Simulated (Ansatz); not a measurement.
`[BH3-][n+]1ccccc1`. Total charge 0; spin multiplicity 1. Geometry: relaxed with PBE0-D4/def2-TZVP.

```xyz
15

B    -0.387    2.224    0.060
N    -0.140    0.647    0.032
C    -0.573   -0.088   -0.996
C    -0.332   -1.444   -1.080
C     0.377   -2.066   -0.065
C     0.821   -1.299    1.000
C     0.542    0.052    1.015
H    -1.413    2.423   -0.554
H    -0.449    2.542    1.229
H     0.579    2.713   -0.494
H    -1.124    0.457   -1.750
H    -0.704   -1.999   -1.931
H     0.577   -3.130   -0.102
H     1.375   -1.738    1.819
H     0.853    0.706    1.818
```

(1) What is the dipole moment at r2SCAN/def2-TZVPP? (Best estimate.)

(2) And with PBE, B3LYP, ωB97M-V? (An estimate is asked.)

(3) Give the Mulliken charges with r2SCAN, PBE, B3LYP in def2-TZVPP. (An estimate is asked.)

Answers

(1) Computed: 6.41 D, with components (1.10, -6.31, -0.17) D in this frame, pointing from negative to positive charge.

(2) Ansatz gave: PBE 6.28 D, B3LYP 6.56 D, ωB97M-V 6.73 D.

(3) The calculation gave: 
```
atom  r2SCAN    PBE  B3LYP
  B1   -0.28  -0.38  -0.33
  N2    0.01   0.09  -0.03
  C3    0.05   0.00   0.02
  C4   -0.11  -0.10  -0.13
  C5   -0.03  -0.08  -0.07
  C6   -0.11  -0.10  -0.13
  C7    0.05   0.00   0.02
  H8   -0.07  -0.04  -0.04
  H9   -0.07  -0.04  -0.04
 H10   -0.02   0.00   0.00
 H11    0.12   0.12   0.15
 H12    0.11   0.13   0.14
 H13    0.11   0.13   0.15
 H14    0.11   0.13   0.14
 H15    0.12   0.12   0.15
```

B3LYP here is the variant with VWN-RPA as its local correlation; programs differ in this.
